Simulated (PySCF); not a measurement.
## Interval between two levels of Zn⁺ by level of theory

Zn⁺ [Ar] 3d10 4s1 [2S1/2, M_J = 1/2] → Zn⁺ [Ar] 3d9 4s2 [2D5/2, M_J = 5/2], as a difference of total energies. Computed with PySCF 2.14 in x2c-TZVPall-2c (6s7p4d1f, 54 functions), with the two-component X2C-1e Hamiltonian. Correlated levels: [Ne] frozen; the 6 highest virtual spinors dropped. "Screened" scales the spin-orbit matrix elements by Boettger's factors to mimic the two-electron term; Breit and QED terms are absent.

```csv
method,interval between two levels (cm⁻¹)
GHF (spin-free),55606
GMP2 (spin-free),70049
GHF (screened spin-orbit),54452
GMP2 (screened spin-orbit),68883
```

Errors of the correlated levels include the incompleteness of this basis and the frozen core.

Question: Which method comes closest to the reference value, and which is furthest?

Answer: The reference is 62723 cm⁻¹ (measured; NIST Handbook of Basic Atomic Spectroscopic Data (Sansonetti and Martin, J. Phys. Chem. Ref. Data 34, 1559 (2005))). Closest: GMP2 (screened spin-orbit) (error 6160.8 cm⁻¹); furthest: GHF (screened spin-orbit) (error -8270.6 cm⁻¹).
